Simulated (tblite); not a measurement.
A tight-binding relaxation on `CO[SiH2]CC(=C=O)CF`.

Computed with GFN2-xTB geometry optimisation, gas phase (tblite 0.8.0). Start geometry: from a force field or distance geometry. A driver script takes a list of jobs; this job's settings line and coordinates (Å) are shown.

Command:
```bash
OMP_NUM_THREADS=1 python probes_run.py task.json out
```

Input:
```
{"job": {"kind": "relax", "xc": "GFN2-xTB", "basis": "xTB"}, "charge": 0, "multiplicity": 1}
C      1.307100     1.719400    -2.092400
O      0.459400     1.066000    -1.161700
Si     0.444600    -0.609900    -1.157500
C     -0.751800    -1.292000     0.110500
C     -0.564600    -0.763600     1.529500
C      0.205700    -1.348000     2.387800
O      0.917800    -1.866800     3.165900
C     -1.281100     0.509200     1.868800
F     -2.596100     0.401700     1.523100
H      2.348100     1.461700    -1.934200
H      1.189000     2.799200    -1.942200
H      0.992900     1.491100    -3.118500
H      1.803800    -1.086000    -0.869900
H      0.056600    -1.069900    -2.519000
H     -1.780600    -1.094400    -0.210700
H     -0.648500    -2.390600     0.140500
H     -1.245200     0.725600     2.940000
H     -0.865900     1.353500     1.328400
```

Output:
```
step      E/eV     max force
  0    -813.24026    1.341
  1    -813.28202    2.426
  2    -813.28928    1.687
  3    -813.31458    0.210
  4    -813.31969    0.180
  5    -813.32886    0.358
  6    -813.33267    0.218
  7    -813.33736    0.142
  8    -813.34058    0.165
  9    -813.34342    0.157
... (89 lines left out)
 99    -813.44434    0.014
100    -813.44437    0.015
101    -813.44440    0.011
102    -813.44442    0.011
103    -813.44444    0.011
104    -813.44447    0.013
105    -813.44451    0.020
106    -813.44454    0.026
107    -813.44455    0.050
108    -813.44457    0.006
```

«max force» is the largest atomic force in eV/Å.

Q: From which step on does the largest force stay under 0.1 eV/Å, and how much energy is left to gain from there?

A: From step 35 (0.084 eV/Å), 18.2 meV above the end.

Summary of the converged run: energy lowered by 4.7 kcal/mol over 108 steps; largest atomic force 0.006 eV/Å at the end.

Q: Give the final coordinates.

A: 0.352 Å rms from the input after alignment:
```
atom  x, y, z in Å
C1     1.1476    1.7906   -1.8861
O2     0.4197    0.8466   -1.1562
Si3    0.5354   -0.7705   -1.2178
C4    -0.7443   -1.3592    0.0630
C5    -0.5320   -0.7434    1.4266
C6     0.0452   -1.4009    2.3845
O7     0.5999   -1.9880    3.2263
C8    -1.0881    0.6293    1.6663
F9    -2.4448    0.5704    1.9365
H10    2.2185    1.6791   -1.7054
H11    0.8282    2.7830   -1.5670
H12    0.9612    1.6784   -2.9559
H13    1.8849   -1.2102   -0.8507
H14    0.1995   -1.2831   -2.5506
H15   -1.7610   -1.1296   -0.2556
H16   -0.6698   -2.4426    0.1341
H17   -0.6271    1.1170    2.5301
H18   -0.9815    1.2396    0.7663
```

Q: How long does this job take on an Arm Neoverse N1 with one thread, on a shared host?

A: About 1.4 s.
Labels such as C1 count atoms from 1, the log's own numbers from 0.
